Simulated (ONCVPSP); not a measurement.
Hardness and transferability of assorted potentials

Generated with ld1.x 7.5 (TM, RRKJ, ultrasoft, PAW), atompaw 4.2 or ONCVPSP 4.0.1. The cutoff is in Ry: for ld1.x and atompaw files where the sum of valence levels is converged to 10 mRy in a Bessel basis, for ONCV files where the hardest occupied wave has 1 mHa per electron of residual kinetic energy. The error is the largest all-electron minus pseudo excitation energy over each file’s own four to seven test configurations (ionisations up to +4, promotions, holes and added fractions of an electron), all of which were solved. The labels leave out finer settings (local radius, basis sizes, second energies), which also bear on the numbers. Spin-polarised tests are not counted. The rows are a selection from randomly drawn settings: files with unsolved tests, undetermined cutoffs or missed reference levels are left out.

A true bound ghost makes a file unfit for plane-wave use even where its test errors are small: the radial tests pick states by their node count and pass the ghost by.

| element | potential | cutoff (Ry) | largest error (meV) | bound ghosts |
| --- | --- | --- | --- | --- |
| O | ONCV, LDA (Perdew-Zunger), scalar-relativistic, rc 0.90/1.60/1.30 (spd), local s, core correction yes, reference 2s2 2p4, qcut 6.5/7.7/7.5, projectors 0/2/2 | 290 | +1551 | none |
| Sc | ONCV, PBE, scalar-relativistic, rc 2.85/1.85/2.30 (spd), local smoothed, core correction no, reference 3p6 3d1 4s0.5, qcut 2.5/7/6.4, projectors 2/2/3 | 34 | +21 | none |
| Sc | ONCV, LDA (Perdew-Wang 92), scalar-relativistic, rc 1.40/1.20/2.60 (spd), local smoothed, core correction yes, reference 3s2 3p6 3d1 4s2, qcut 10.5/6.7/5.8, projectors 2/2/2 | 63 | +373 | none |
| Co | ONCV, LDA (Perdew-Zunger), scalar-relativistic, rc 1.10/1.10/0.95 (spd), local d, core correction yes, reference 3s2 3p6 3d7 4s1.5, qcut 13.7/9.9/18.7, projectors 2/2/0 | 232 | -0.5 | none |
| Ag | ONCV, PBE, scalar-relativistic, rc 1.48/1.48/1.92 (spd), local s, core correction no, reference 4s2 4p6 4d10, qcut 9.6/10.4/6.8, projectors 0/2/2 | 61 | +808 | none |
| I | ONCV, LDA (Perdew-Wang 92), scalar-relativistic, rc 1.35/1.25/1.45 (spd), local smoothed, core correction yes, reference 4s2 4p6 4d10 5s1.75 5p5.25, qcut 10.1/11.9/11.2, projectors 3/2/2 | 102 | +14 | none |
| Ta | ONCV, LDA (Perdew-Zunger), scalar-relativistic, rc 1.50/2.55/2.00 (spd), local smoothed, core correction no, reference 5s2 5p6 5d3 6s1.75 6p0.25, qcut 7.5/6.5/5.6, projectors 2/2/2 | 45 | +2.3 | s |
| Pt | ONCV, PBEsol, scalar-relativistic, rc 1.35/1.15/1.65 (spd), local smoothed, core correction yes, reference 5s2 5p6 5d9 6s1, qcut 6.8/5.7/5.1, projectors 2/2/2 | 376 | -140 | none |

**Question.** Fill in the row for Te: ONCV, PBE, scalar-relativistic, rc 1.90/2.10 (sp), local smoothed, core correction yes, reference 5s2 5p4, qcut 2.8/3.4, projectors 2/2.

**Answer.** cutoff 45 Ry, largest error -103 meV, bound ghosts: none.
